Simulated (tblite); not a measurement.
Compound: B2H7NO2.
Geometry (GFN2-xTB, Å), atoms numbered from 1 in this order:
```xyz
12
B2H7NO2 angstrom
N     -1.569    0.387    0.214
B     -0.377   -0.125   -0.817
B      1.019   -0.184    0.146
O      0.953    0.338    1.424
O      2.272   -0.666   -0.175
H     -1.125    1.077    0.811
H     -2.363    0.779   -0.278
H     -1.856   -0.400    0.783
H     -0.332    0.703   -1.681
H     -0.765   -1.165   -1.268
H      1.799    0.281    1.871
H      2.347   -1.026   -1.055
```

All values are computed: GFN2-xTB (tblite) harmonic vibrations without scaling, gas phase. Errors from tens to a few hundred cm⁻¹ against measured bands are possible. Modes of hydrogen on boron can be 10 to 20 % off. One conformer, not necessarily the lowest.

Harmonic wavenumbers (cm⁻¹): 53.9, 96.9, 156.4, 326.7, 340.9, 426.9, 568.2, 617.2, 633.6, 665.3, 673.5, 764.3, 808.6, 946.9, 968.6, 996.2, 1073.7, 1151.3, 1205.5, 1225.9, 1248.8, 1479.2, 1506.4, 2379.7, 2410.9, 3422.2, 3445.0, 3465.4, 3582.8, 3683.5.

A = 8756, B = 3165, C = 2403 MHz; mass 75.066 u (most abundant isotopes); point group C1, symmetry number 1.

Task: What is the zero-point energy?

Result: ½Σν̃ = 20162 cm⁻¹ = 57.65 kcal/mol.

Task: Give the ideal-gas entropy at 298.15 K and 1 bar in the rigid-rotor, harmonic-oscillator model (classical rotation).

Result: Translation 38.89, rotation 25.98, vibration 17.16: S = 82.0 cal/(mol K).

Task: And Cp and H(298.15 K) − H(0)?

Result: Cp = 27.08 cal/(mol K), of which vibrations give 19.13 (their classical limit is 30 R = 59.6); H(298.15 K) − H(0) = 5.11 kcal/mol without the zero-point energy, 2.74 from vibrations.

Task: What must be added to the electronic energy to get the Gibbs energy at 298.15 K and 1 bar?

Result: ZPE + [H(298.15 K) − H(0)] − T·S = 57.65 + 5.11 − 24.46 = 38.30 kcal/mol.

Task: Blend soft modes into free rotors: weight 1/[1 + (100 cm⁻¹/ν̃)⁴] for the oscillator and the rest for a rotor with moment μB/(μ + B), μ = h/(8π²ν), B = 10⁻⁴⁴ kg m². What vibrational entropy results?

Result: 15.70 cal/(mol K) in place of 17.16, which changes −T·S at 298.15 K by +0.43 kcal/mol.

Task: How do the functions run with temperature in this model?

Result: 
```tsv
T (K)	S (cal/(mol K))	Cp (cal/(mol K))	H − H(0) (kcal/mol)	G − H(0) (kcal/mol)	ln q(vib)
50	52.6	11.1	0.46	-2.17	0.31
100	61.2	13.9	1.09	-5.03	1.03
373.15	88.6	31.8	7.32	-25.75	5.19
500	98.9	38.1	11.77	-37.66	7.19
750	116.0	46.3	22.42	-64.59	11.00
1000	130.1	51.5	34.68	-95.41	14.53
```

q(vib) and H(0) count from the zero-point level.

Task: Which modes carry the vibrational entropy at 298.15 K?

Result: 53.9 cm⁻¹: 4.67; 96.9 cm⁻¹: 3.52; 156.4 cm⁻¹: 2.59; 326.7 cm⁻¹: 1.28; 340.9 cm⁻¹: 1.21; 426.9 cm⁻¹: 0.87 cal/(mol K); the other 24 give 3.02 together.

Hindered rotation and anharmonicity are outside this model. Other conformers, if any are populated, would add a mixing term that is left out. The structure is chiral; the term R ln 2 for an equal mix with its mirror image is left out.

Hardware: one thread, Arm Neoverse V2, on a shared host. This covers the Hessian and the dipole derivatives.
